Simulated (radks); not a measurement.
Species: Ne+. Configuration: [He] 2s2 2p5. All-electron calculation, Dirac Kohn-Sham, PBE, spin-unpolarised, spherical densities, finite nucleus; open shells are shared between the two j in proportion to 2j + 1; Fermi nuclear charge, rms radius 3.0055 fm. Program: a radial shooting solver on a logarithmic mesh with Libxc functionals.

Normalised radial functions P(r) = r R(r) (large component), r in bohr:

r,2p1/2,2p3/2
0.008437,0.0022,0.0021
0.01143,0.0040,0.0038
0.01562,0.0072,0.0070
0.02134,0.0130,0.0127
0.02892,0.0228,0.0224
0.03951,0.0403,0.0397
0.05398,0.0699,0.0691
0.07375,0.1185,0.1174
0.09995,0.1925,0.1910
0.1365,0.3044,0.3025
0.1865,0.4570,0.4548
0.2528,0.6375,0.6351
0.3454,0.8280,0.8257
0.4718,0.9737,0.9720
0.6446,1.0118,1.0110
0.8736,0.9127,0.9129
1.193,0.6945,0.6956
1.63,0.4319,0.4332
2.21,0.2136,0.2147
3.019,0.0743,0.0749

2p1/2: eigenvalue -32.352 eV, 0 radial nodes, <r> = 0.882 bohr, 90 % of the charge inside 1.52 bohr. 2p3/2: eigenvalue -32.234 eV, 0 radial nodes, <r> = 0.884 bohr, 90 % of the charge inside 1.52 bohr.
